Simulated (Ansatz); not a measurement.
`CO[SiH2]O[SiH](O)F`. Charge 0, multiplicity 1.

Cartesian coordinates in Å:
```
C -2.472 -0.444 1.006
O -1.277 0.168 0.582
Si 0.221 -0.253 1.079
O 1.275 0.332 -0.018
Si 1.455 0.688 -1.589
O 3.011 0.997 -1.923
F 0.949 -0.572 -2.420
H -2.383 -1.536 1.025
H -3.262 -0.174 0.304
H -2.761 -0.098 2.004
H 0.557 0.359 2.386
H 0.321 -1.734 1.159
H 0.677 1.860 -2.000
H 3.690 0.407 -1.595
```

Question: Give the diagnostics of a CCSD(T)/def2-TZVPP run (frozen core, Ansatz 0.2.0). (Estimate.)

Answer: The calculation gave: T1 = 0.0115, largest single amplitude 0.014, largest double 0.016, (T) share of the correlation energy 3.2 %, 9 CCSD cycles. The RHF solution is stable towards an unrestricted one. T1 lies under the customary mark of 0.02 for closed shells.
